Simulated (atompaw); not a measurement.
# Scattering properties, PAW (atompaw) potential for N

atompaw 4.2.0.5 input, output lines left out:

```
N 7
GGA-PBE loggrid 1500 logderivrange -3 5 201
2 2 0 0 0 0
2 1 3
0 0 0
c
v
v
2
1.20 1.10 1.10 1.05
y
1.95
n
y
0.15
n
y
-0.1
y
1.55
n
custom polynom vanderbiltortho sinc
3 0 troulliermartins
1.20
1.20
1.20
1.20
0.95
1.20
```

The phase is arctan(r·u′/u) with u = r·R(r), unwrapped; energies in Ry, scanned from -3 to 5 Ry. A pole is an energy at which the radial function vanishes at the test radius. The pseudo phase is shifted by a multiple of π to meet the all-electron one at the reference energy, and phase errors are pseudo minus all-electron; the curves can meet again beyond the range given. Levels narrower than the energy grid can be missing from the lists of poles.

Question: For each channel, where are the poles, and over which energies does the pseudopotential scatter like the atom?

Answer:

```csv
channel,radius (bohr),reference energy (Ry),"poles, all-electron","poles, pseudo",unbroken range about the reference energy with phases within 0.05 rad,phase error 1 Ry above the reference energy (rad)
s,1.21,-1.36,4.46,4.46,the whole range,+0.000
p,1.21,-0.52,3.62,3.62,the whole range,+0.000
d,1.21,-0.10,none,none,the whole range,+0.000
```

Phases in the d channel:

| E (Ry) | all-electron | pseudo |
| --- | --- | --- |
| -3.00 | 1.231 | 1.231 |
| -2.76 | 1.225 | 1.225 |
| -2.52 | 1.218 | 1.218 |
| -2.28 | 1.212 | 1.212 |
| -2.04 | 1.204 | 1.204 |
| -1.80 | 1.197 | 1.197 |
| -1.56 | 1.189 | 1.189 |
| -1.32 | 1.180 | 1.180 |
| -1.08 | 1.171 | 1.171 |
| -0.84 | 1.161 | 1.161 |
| -0.60 | 1.151 | 1.151 |
| -0.36 | 1.140 | 1.140 |
| -0.12 | 1.128 | 1.128 |
| 0.12 | 1.115 | 1.115 |
| 0.36 | 1.102 | 1.102 |
| 0.60 | 1.087 | 1.087 |
| 0.84 | 1.072 | 1.072 |
| 1.08 | 1.054 | 1.054 |
| 1.32 | 1.036 | 1.036 |
| 1.56 | 1.016 | 1.016 |
| 1.80 | 0.994 | 0.994 |
| 2.04 | 0.970 | 0.970 |
| 2.28 | 0.943 | 0.943 |
| 2.52 | 0.913 | 0.913 |
| 2.76 | 0.880 | 0.880 |
| 3.00 | 0.844 | 0.844 |
| 3.24 | 0.803 | 0.803 |
| 3.48 | 0.757 | 0.757 |
| 3.72 | 0.706 | 0.706 |
| 3.96 | 0.648 | 0.648 |
| 4.20 | 0.582 | 0.582 |
| 4.44 | 0.508 | 0.508 |
| 4.68 | 0.424 | 0.424 |
| 4.92 | 0.331 | 0.331 |
